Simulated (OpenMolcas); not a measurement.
Cr: from CASSCF to CASPT2

| Property | Result |
| --- | --- |
| Program | OpenMolcas |
| Basis | ANO-RCC-VTZP [6s5p3d2f1g] |
| Scalar Hamiltonian | DKH2, point nucleus |
| Active space | 6 electrons in 6 orbitals (3d 4s) |
| State averaging | 2S+1 = 7 even, 1 root; 2S+1 = 5 even, 23 roots kept (CI in the orbitals of an earlier block); 2S+1 = 3 even, 9 roots kept (CI in the orbitals of an earlier block) |
| Spin-orbit coupling | state interaction with AMFI integrals over the reference wave functions, term energies averaged over their components |

Methods on the same reference wave functions:
A. CASSCF
B. SS-CASPT2, IPEA 0.25 Eh, imaginary shift 0.1 Eh (closed shells correlated: 3s 3p)
C. MS-CASPT2, IPEA 0.25 Eh, imaginary shift 0.1 Eh (closed shells correlated: 3s 3p)

Energies in cm-1 above 3d5 4s 7S3, the measured ground level; measured values from NIST Handbook of Basic Atomic Spectroscopic Data.

```csv
Level,A,B,C,Measured
3d5 4s 7S3,0.0,0.0,0.0,0.0
3d5 4s 5S2,11284,6920,6920,7593
3d4 4s2 5D0,24555,7200,5750,7751
3d4 4s2 5D1,24605,7250,5800,7811
3d4 4s2 5D2,24703,7350,5910,7927
3d4 4s2 5D3,24851,7500,6060,8095
3d4 4s2 5D4,25048,7690,6260,8308
3d5 4s 5G4,27262,23410,23410,20524
3d5 4s 5G5,27262,23410,23410,20524
3d5 4s 5G3,27262,23410,23410,20521
3d5 4s 5G6,27262,23410,23410,20520
3d5 4s 5G2,27262,23410,23410,20517
```

Deviations, from unrounded energies. A percentage is the sum of absolute deviations over the sum of measured energies, with the sign that they share, or ± where signs differ.

| Against measurement | Levels | A | B | C |
| --- | --- | --- | --- | --- |
| mean absolute deviation (cm-1) | 11 | 11000 | 1600 | 2300 |
| other terms of the ground configuration (%) | 6 | +33.9 | ±13.7 | ±13.7 |
| other configurations (%) | 5 | +210.2 | -7.3 | -25.3 |

B lies closest to measurement on these levels and A furthest from it. The largest miss of B in the table is 3d5 4s 5G2, by +2900 cm-1. The ranking rests on the paired levels alone, and a cruder setting can come out closer through cancelling errors.

Between B and C the level of the table that moves most is 3d4 4s2 5D0, by 1400 cm-1 (lowest in C, highest in B). Moves below CASPT2's spread within the term are not significant.

From A to B the spin-free energies of the other terms of 3d5 4s shown, above 7S, scale by factors of 0.61 to 0.86.

The lowest spin-free term lies below A's lowest term by 0.477 hartree in B, 0.477 hartree in C.

CASPT2 breaks the degeneracy within a term, and the mean is taken; among the terms shown or strongly mixed into the levels shown the widest spread is 580 cm-1 (3d5 4s 5G, C). Over all roots computed the reference weight is 0.84 to 0.90 in B, 0.84 to 0.90 in C; the roots of lowest weight are the least certain, and an intruder state may touch them. Terms from blocks run as CI alone lack orbitals of their own. A single d shell beside an s shell can misplace configurations of different d count against each other. Without dynamic correlation excited terms often stand tens of per cent too high (terms of higher spin than the ground term too low), and those without a measured partner can miss by more than the paired ones (holds for A). Measured partners are found by configuration, term and J. A level has none where our copy of the source lacks it or the pairing is in doubt (some pairs that miss far off the trend of their configuration count as doubtful), and it then counts in no deviation. Levels of configurations outside the active space are missing. The table leaves out levels that lie high or whose names do not pair safely across all columns.
